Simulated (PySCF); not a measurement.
C11H7F3S, SMILES c1(ccccc1-c1sccc1)C(F)(F)F, GFN2-xTB optimised geometry.

```
22

F     -0.23    -2.95     2.63
C     -0.53    -2.01     1.72
F     -0.78    -0.89     2.42
F     -1.70    -2.39     1.17
C      0.56    -1.84     0.69
C      1.47    -2.88     0.54
C      2.53    -2.77    -0.34
C      2.69    -1.60    -1.07
C      1.79    -0.57    -0.93
C      0.69    -0.67    -0.06
C     -0.25     0.44     0.00
C     -1.61     0.44     0.00
C     -2.17     1.74     0.01
C     -1.22     2.71     0.02
S      0.37     2.07     0.00
H      1.35    -3.78     1.13
H      3.22    -3.58    -0.45
H      3.52    -1.49    -1.74
H      1.91     0.34    -1.50
H     -2.21    -0.45    -0.04
H     -3.22     1.93     0.02
H     -1.36     3.78     0.04
```

Density from CAM-B3LYP/def2-SVP (PySCF) at that geometry.

Minimum of the electron density along straight lines between bonded atoms, close to the bond critical point (lines longer than 1.1 times the sum of covalent radii, or with two minima, are not listed):

| bond | length / Å | ρ at the minimum / e bohr⁻³ | ∇²ρ there / e bohr⁻⁵ | position (fraction from the first atom) |
|---|---|---|---|---|
| F1–C2 | 1.344 | 0.274 | -0.24 | 0.66 |
| C2–F3 | 1.342 | 0.276 | -0.26 | 0.34 |
| C2–F4 | 1.350 | 0.270 | -0.28 | 0.34 |
| C2–C5 | 1.504 | 0.271 | -0.71 | 0.54 |
| C5–C6 | 1.390 | 0.310 | -0.79 | 0.51 |
| C6–C7 | 1.382 | 0.316 | -0.83 | 0.50 |
| C7–C8 | 1.385 | 0.315 | -0.82 | 0.50 |
| C8–C9 | 1.380 | 0.318 | -0.84 | 0.50 |
| C5–C10 | 1.402 | 0.302 | -0.74 | 0.50 |
| C9–C10 | 1.397 | 0.308 | -0.79 | 0.49 |
| C10–C11 | 1.455 | 0.277 | -0.69 | 0.50 |
| C11–C12 | 1.366 | 0.321 | -0.81 | 0.51 |
| C12–C13 | 1.409 | 0.300 | -0.76 | 0.50 |
| C13–C14 | 1.357 | 0.326 | -0.84 | 0.49 |
| C11–S15 | 1.741 | 0.210 | -0.44 | 0.47 |
| C14–S15 | 1.715 | 0.220 | -0.50 | 0.47 |
| C6–H16 | 1.079 | 0.287 | -1.13 | 0.64 |
| C7–H17 | 1.079 | 0.285 | -1.11 | 0.64 |
| C8–H18 | 1.079 | 0.285 | -1.11 | 0.64 |
| C9–H19 | 1.080 | 0.286 | -1.11 | 0.64 |
| C12–H20 | 1.074 | 0.287 | -1.13 | 0.64 |
| C13–H21 | 1.075 | 0.285 | -1.11 | 0.64 |
| C14–H22 | 1.072 | 0.286 | -1.14 | 0.65 |
